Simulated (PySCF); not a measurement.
CaCl, multiplicity 2. Atoms are numbered in the order given.

```xyz
2

Ca     0.0000     0.0000    -1.1178
Cl     0.0000     0.0000     1.3150
```
Charge 0, spin multiplicity 2.

Geometry: PBE0-D3(BJ)/def2-TZVPD. The spin state was assumed, not searched.

Method: PBE/def2-TZVPD in PySCF.

Mulliken values depend strongly on the basis, most of all with diffuse functions as here. ESP charges are fitted to the potential on shells at 1.4 to 2.0 van der Waals radii. Atomic charges (e):

```tsv
atom	meta-Löwdin	ESP fit	Mulliken	Mulliken spin
Ca1	0.83	0.36	0.65	0.99
Cl2	-0.83	-0.36	-0.65	0.01
```
